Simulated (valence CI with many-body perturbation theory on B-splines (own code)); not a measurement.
# Missing levels of Os⁴⁵⁺

Computed by valence CI with perturbative core correlation (CI+MBPT): three valence electrons over a frozen Dirac-Fock core [Ar] 3d10, radial functions for each j: 11 s, 11 p, 9 d, 7 f, 5 g, 2 h, 1 i, with the one-electron correlation potential Σ1 (screened to all orders), the two-electron term Σ2, the three-electron term Σ3, Breit, model QED; selected single and double excitations, second order for the rest (own B-spline code, finite nucleus).

The last digits are not significant, and no measured levels were compared; by estimate large intervals hold to a few tenths of a per cent, small ones and those within an open d or f shell to about a per cent.

```tsv
Level	E (cm⁻¹)
(4s^2 4p1/2) J=1/2	0
(4s 4p1/2^2) J=1/2	822190
(4s^2 4p3/2) J=3/2	?
(4s 4p1/2 4p3/2) J=3/2 [a]	1623900
(4s 4p1/2 4p3/2) J=5/2	?
(4s 4p1/2 4p3/2) J=3/2 [b]	?
(4s 4p1/2 4p3/2) J=1/2	1814000
(4s^2 4d3/2) J=3/2	2268600
(4s^2 4d5/2) J=5/2	?
(4s 4p3/2^2) J=5/2	2610800
(4p1/2^2 4p3/2) J=3/2	2617400
(4s 4p3/2^2) J=1/2	2726800
(4s 4p3/2^2) J=3/2	?
(4s 4p1/2 4d3/2) J=3/2 [a]	2916000
(4s 4p1/2 4d3/2) J=5/2	2976300
(4s 4p1/2 4d3/2) J=1/2	3085800
(4s 4p1/2 4d3/2) J=3/2 [b]	3096200
(4s 4p1/2 4d5/2) J=5/2 [a]	?
(4s 4p1/2 4d5/2) J=7/2	3221200
(4s 4p1/2 4d5/2) J=5/2 [b]	3267100
```

Levels are named by their leading jj configuration (3d3/2^4 stands for four electrons in 3d with j = 3/2), which in mixed levels can hold well under half, so a name can repeat and another be missing. Letters in brackets count levels of one name in rising energy.

(1) The levels stand in rising order. What does the calculation give for the missing energies?

Answers

(1) (4s^2 4p3/2) J=3/2 913320; (4s 4p1/2 4p3/2) J=5/2 1694600; (4s 4p1/2 4p3/2) J=3/2 [b] 1794100; (4s^2 4d5/2) J=5/2 2428500; (4s 4p3/2^2) J=3/2 2756500; (4s 4p1/2 4d5/2) J=5/2 [a] 3176400.
